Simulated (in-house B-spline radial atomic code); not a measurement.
How numerical settings move a run on the cobalt ion Co³⁺, [Ar] 3d6. Computed with an all-electron radial atomic-structure program (B-spline basis): Dirac-Hartree-Fock, average of configuration, Fermi nucleus of rms radius 3.7875 fm.

Command:
```bash
python run_scf.py task.json out
```
Settings of the sound reference run:
```
Z                27
electrons        24
configuration    [Ar] 3d6
hamiltonian      dirac
method           hf
spin_polarised   False
nucleus          fermi
rms_radius       3.7875
mass_number      59
atomic_mass      58.93319
speed_of_light   137.036
knot_spacing     0.22
spline_order     8
gauss_points     12
box_radius       16.22
max_iterations   70
damping          0.5
damped_steps     3
diis_vectors     10
tolerance        1e-08
start            Thomas-Fermi
```

Time taken, with all properties: 1.3 s on 1 thread of Arm Neoverse V1, with other jobs on the host.

It converges in 10 iterations to -1389.956818 hartree, with 3d5/2 at -55.7472 eV. The other runs change the listed settings, some to values that make no sense; their results aren't properties of the atom or ion. Radii are in bohr (the nuclear one in fm), a minus after a letter asks for a j subshell, and «unchanged» means within 1e-8 hartree. The run stops when the residual is below 10 × tolerance × max(1, Z/10), or a noise floor if that is larger, and the energy moves by less than 1e-8 × √|E| hartree; so very loose and very tight tolerances often act alike.

| changed settings | outcome |
| --- | --- |
| knot_spacing = 0.15, max_iterations = 60, damping = 0.8, start = bare nucleus | converged in 11 iterations, energy unchanged, 3d5/2 level -9.8e-06 eV |
| damped_steps = 8 | converged in 14 iterations, energy unchanged, 3d5/2 level -1.5e-06 eV |
| damped_steps = 0 | converged in 9 iterations, energy unchanged, 3d5/2 level +2.5e-06 eV |
| damped_steps = 1 | converged in 9 iterations, energy unchanged, 3d5/2 level +6.9e-06 eV |
| gauss_points = 5, max_iterations = 60, damping = 0 | converged in 11 iterations, energy unchanged, 3d5/2 level +1.7e-06 eV |
| first_knot = 0.00037 | converged in 10 iterations, energy +8.78e-06 hartree from the reference, 3d5/2 level -3.9e-07 eV |
| first_knot = 3.7e-06 | converged in 10 iterations, energy unchanged |
| electrons = 32, configuration = [Ar] 3d6 5s2 5p6, max_iterations = 60 | converged in 13 iterations to -1389.9023 hartree, a different physical problem (warning: 5s1/2 has a positive eigenvalue: unbound, held by the box) |
| speed_of_light = 20.25392 | stopped with error: Z/c is past the critical charge |
| first_knot = 0.0037 | converged in 10 iterations, energy -3.11e-03 hartree from the reference, 3d5/2 level -5.1e-05 eV |
| damping = 0.2 | converged in 10 iterations, energy unchanged, 3d5/2 level +3.3e-06 eV |
| electrons = 25, configuration = [Ar] 3d6 4s-1, max_iterations = 60 | stopped with error: j subshells need the Dirac Hamiltonian and l > 0 |
| first_knot = 0.037 | converged in 10 iterations, energy +2.30e-01 hartree from the reference, 3d5/2 level -1.6e-02 eV |
| first_knot = 0.0111 | converged in 10 iterations, energy +1.27e-02 hartree from the reference, 3d5/2 level -9.2e-04 eV |

Question: What happens with knot_spacing = 1.4, box_radius = 64.88, max_iterations = 12, start = bare nucleus?

Answer: Converged in 9 iterations, energy +7.99e+01 hartree from the reference, 3d5/2 level -1.6e+01 eV.

Question: What happens with damping = 0.95?

Answer: Converged in 11 iterations, energy unchanged, 3d5/2 level +3.0e-06 eV.

Question: What happens with first_knot = 0.111?

Answer: Converged in 10 iterations, energy +3.48e+00 hartree from the reference, 3d5/2 level -3.0e-01 eV.

Question: What happens with damping = 0.8?

Answer: Converged in 11 iterations, energy unchanged, 3d5/2 level +2.1e-06 eV.
